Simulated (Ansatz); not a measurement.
The pair A = PH3 (SMILES P) (first 4 atoms), B = HI (SMILES I); geometry from B3LYP-D3(BJ)/def2-TZVP.
(charge 0, multiplicity 1):
```xyz
6

P     -0.4587     0.1022     0.2345
H      0.0537    -1.0670    -0.3781
H     -1.7480    -0.0248    -0.3371
H      0.0251     0.9780    -0.7674
I      0.0847     0.8805     4.3377
H     -0.1252     0.5802     2.7487
```

Correlated levels freeze the cores. Filled d and f shells under p-block atoms count as core. MP2 and its Hartree–Fock in def2-QZVPPD are density fitted.

Codes used: Ansatz (Gaussian orbitals). Each number belongs to the level named beside it. In def2 rows elements past Kr take small-core potentials, without spin–orbit coupling.

The counterpoise-corrected interaction energy is E(AB) − E(A in the pair's basis) − E(B in the pair's basis). Total energies (hartree):

```
level                          AB  A in the pair's basis  B in the pair's basis
-------------------  ------------  ---------------------  ---------------------
HF/def2-TZVPPD       -639.7258506           -342.4844288           -297.2425116
CCSD(T)/def2-TZVPPD  -640.1120635           -342.6908790           -297.4189827
HF/def2-QZVPPD       -639.7369785           -342.4944052           -297.2436797
CCSD(T)/def2-QZVPPD  -640.1529400           -342.7106414           -297.4395207
```

**Question.** Work out the counterpoise-corrected interaction energy at the basis-set limit: extrapolate the CCSD(T) correlation part as X⁻³, take Hartree–Fock from the larger set.

**Answer.** 
1. Differences (1 hartree = 627.509 kcal/mol): HF/def2-TZVPPD 0.684; CCSD(T)/def2-TZVPPD -1.382; HF/def2-QZVPPD 0.694; CCSD(T)/def2-QZVPPD -1.743.
2. Correlation parts, CCSD(T) less HF: -2.065 in def2-TZVPPD (X = 3), -2.437 in def2-QZVPPD (X = 4).
3. Limit (4³·(-2.437) − 3³·(-2.065))/(4³ − 3³) = -2.709; with HF/def2-QZVPPD it gives -2.015.
Result: -2.01 kcal/mol, against -1.38 at CCSD(T)/def2-TZVPPD. It is an estimate of this method's limit, not of the exact value.

Ansatz is a quantum-chemistry and plane-wave program.
